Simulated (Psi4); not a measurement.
C2H3BCl2O2, singlet, geometry from GFN2-xTB, atoms displaced at random by about 0.08 Å a coordinate; Psi4 with PBE/STO-3G, gradient.

Input for Psi4:
```
memory 2 GB

molecule mol {
0 1
B    -0.443549    0.542956    0.181076
Cl    0.838528    1.666922   -0.420701
Cl   -1.689374    1.155234    1.134952
O    -0.286717   -0.793437    0.200606
C     0.750163   -1.604808   -0.204170
C     0.189804   -3.052113   -0.767228
O     1.902231   -1.169352   -0.268873
H     0.997889   -3.542766   -0.896849
H    -0.514894   -2.878763   -1.628423
H    -0.376597   -3.215072    0.236662
symmetry c1
no_reorient
no_com
}

set {
  basis sto-3g
  reference rks
}

gradient('pbe')
print_variables()
```

Question: Predict the main parts of the log of this Psi4 run.

Answer: 
```
gradient() will perform analytic gradient computation.

   => Loading Basis Set <=

    Name: STO-3G
    Role: ORBITAL
    Keyword: BASIS

         ---------------------------------------------------------
                                   SCF
               by Justin Turney, Rob Parrish, Andy Simmonett
                          and Daniel G. A. Smith
                              RKS Reference
         ---------------------------------------------------------

  ==> Geometry <==

    Molecular point group: c1
    Full point group: C1

    Geometry (in Angstrom), charge = 0, multiplicity = 1:

       Center              X                  Y                   Z               Mass
    ------------   -----------------  -----------------  -----------------  -----------------
         B           -0.443549000000     0.542956000000     0.181076000000    11.009305360000
         CL           0.838528000000     1.666922000000    -0.420701000000    34.968852682000
         CL          -1.689374000000     1.155234000000     1.134952000000    34.968852682000
         O           -0.286717000000    -0.793437000000     0.200606000000    15.994914619570
         C            0.750163000000    -1.604808000000    -0.204170000000    12.000000000000
         C            0.189804000000    -3.052113000000    -0.767228000000    12.000000000000
         O            1.902231000000    -1.169352000000    -0.268873000000    15.994914619570
         H            0.997889000000    -3.542766000000    -0.896849000000     1.007825032230
         H           -0.514894000000    -2.878763000000    -1.628423000000     1.007825032230
         H           -0.376597000000    -3.215072000000     0.236662000000     1.007825032230

  Running in c1 symmetry.

  Rotational constants: A =      0.08373  B =      0.03966  C =      0.02821 [cm^-1]
  Rotational constants: A =   2510.24658  B =   1189.12541  C =    845.65871 [MHz]
  Nuclear repulsion =  402.926040415327236

  Charge       = 0
  Multiplicity = 1
  Electrons    = 70
  Nalpha       = 35
  Nbeta        = 35

  ==> Algorithm <==

  SCF Algorithm Type is DF.
  DIIS enabled.
  MOM disabled.
  Fractional occupation disabled.
  Guess Type is SAD.
  Energy threshold   = 1.00e-08
  Density threshold  = 1.00e-08
  Integral threshold = 1.00e-12

  ==> Primary Basis <==

  Basis Set: STO-3G
    Blend: STO-3G
    Number of shells: 28
    Number of basis functions: 46
    Number of Cartesian functions: 46
    Spherical Harmonics?: true
    Max angular momentum: 1

  ==> DFT Potential <==

   => LibXC <=

    Version 7.1.2
    S. Lehtola, C. Steigemann, M. J. T. Oliveira, and M. A. L. Marques,  SoftwareX 7, 1–5 (2018) (10.1016/j.softx.2017.11.002)

   => Composite Functional: PBE <=

    PBE GGA Exchange-Correlation Functional

    J.P. Perdew et. al., Phys. Rev. Lett., 77(18), 3865-3868, 1996

    Deriv               =              1
    GGA                 =           TRUE
    Meta                =          FALSE

    Exchange Hybrid     =          FALSE
    MP2 Hybrid          =          FALSE

   => Exchange Functionals <=

    1.0000     XC_GGA_X_PBE

   => Correlation Functionals <=

    1.0000     XC_GGA_C_PBE

   => LibXC Density Thresholds  <==

    XC_GGA_C_PBE:  1.00E-12
    XC_GGA_X_PBE:  1.00E-15

   => Molecular Quadrature <=

    Radial Scheme          =       TREUTLER
    Pruning Scheme         =           NONE
    Nuclear Scheme         =       TREUTLER

    Blocking Scheme        =         OCTREE
    BS radius alpha        =              1
    Pruning alpha          =              1
    Radial Points          =             75
    Spherical Points       =            302
    Total Points           =         208030
    Total Blocks           =           1631
    Max Points             =            255
    Max Functions          =             41
    Weights Tolerance      =       1.00E-15

   => Loading Basis Set <=

    Name: (STO-3G AUX)
    Role: JKFIT
    Keyword: DF_BASIS_SCF

  ==> Integral Setup <==

[...]
  @DF-RKS Final Energy: -1159.75987514220014
    Total Energy =                      -1159.7598751422001442
[...]
         CL          -1.689374000000     1.155234000000     1.134952000000    34.968852682000
         O           -0.286717000000    -0.793437000000     0.200606000000    15.994914619570
         C            0.750163000000    -1.604808000000    -0.204170000000    12.000000000000
         C            0.189804000000    -3.052113000000    -0.767228000000    12.000000000000
         O            1.902231000000    -1.169352000000    -0.268873000000    15.994914619570
         H            0.997889000000    -3.542766000000    -0.896849000000     1.007825032230
         H           -0.514894000000    -2.878763000000    -1.628423000000     1.007825032230
         H           -0.376597000000    -3.215072000000     0.236662000000     1.007825032230

  Nuclear repulsion =  402.926040415327236

  ==> Basis Set <==

  Basis Set: STO-3G
    Blend: STO-3G
    Number of shells: 28
    Number of basis functions: 46
    Number of Cartesian functions: 46
    Spherical Harmonics?: true
    Max angular momentum: 1

  ==> DFJKGrad: Density-Fitted SCF Gradients <==

    Gradient:                    1
    J tasked:                  Yes
    K tasked:                   No
    wK tasked:                  No
    Integrals threads:           1
    Schwarz Cutoff:          1E-12
    Fitting Condition:       1E-10

   => Auxiliary Basis Set <=

  Basis Set: (STO-3G AUX)
    Blend: DEF2-UNIVERSAL-JKFIT
    Number of shells: 219
    Number of basis functions: 689
    Number of Cartesian functions: 823
    Spherical Harmonics?: true
    Max angular momentum: 4

  ==> DFT Potential <==

   => LibXC <=

    Version 7.1.2
    S. Lehtola, C. Steigemann, M. J. T. Oliveira, and M. A. L. Marques,  SoftwareX 7, 1–5 (2018) (10.1016/j.softx.2017.11.002)

   => Composite Functional: PBE <=

    PBE GGA Exchange-Correlation Functional

    J.P. Perdew et. al., Phys. Rev. Lett., 77(18), 3865-3868, 1996

    Deriv               =              1
    GGA                 =           TRUE
    Meta                =          FALSE

    Exchange Hybrid     =          FALSE
    MP2 Hybrid          =          FALSE

   => Exchange Functionals <=

    1.0000     XC_GGA_X_PBE

   => Correlation Functionals <=

    1.0000     XC_GGA_C_PBE

   => LibXC Density Thresholds  <==

    XC_GGA_C_PBE:  1.00E-12
    XC_GGA_X_PBE:  1.00E-15

   => Molecular Quadrature <=

    Radial Scheme          =       TREUTLER
    Pruning Scheme         =           NONE
    Nuclear Scheme         =       TREUTLER

    Blocking Scheme        =         OCTREE
    BS radius alpha        =              1
    Pruning alpha          =              1
    Radial Points          =             75
    Spherical Points       =            302
    Total Points           =         208030
    Total Blocks           =           1631
    Max Points             =            255
    Max Functions          =             41
    Weights Tolerance      =       1.00E-15

  -Total Gradient:
     Atom            X                  Y                   Z
    ------   -----------------  -----------------  -----------------
       1       -0.064801827302     0.012092103690     0.015494732662
       2        0.002720010660    -0.000679627312     0.008463550032
       3        0.061072657722    -0.030456313247    -0.035035126048
       4        0.060608490767    -0.008997200152    -0.015768062024
       5       -0.015108657834     0.041768738829     0.065880628497
       6        0.158588228509    -0.150452179583    -0.090891881675
       7       -0.042814563763    -0.002519483204    -0.006167281294
       8       -0.136489654229     0.105190063278     0.028971874131
       9       -0.013806775294     0.007562528077    -0.012112271682
      10       -0.009885507866     0.026481950115     0.041212283677

  Variable Map:
  ----------------------------------------------------------------------------
[...]
  Array Variable Map:
  ----------------------------------------------------------------------------
[...]
[...]
```
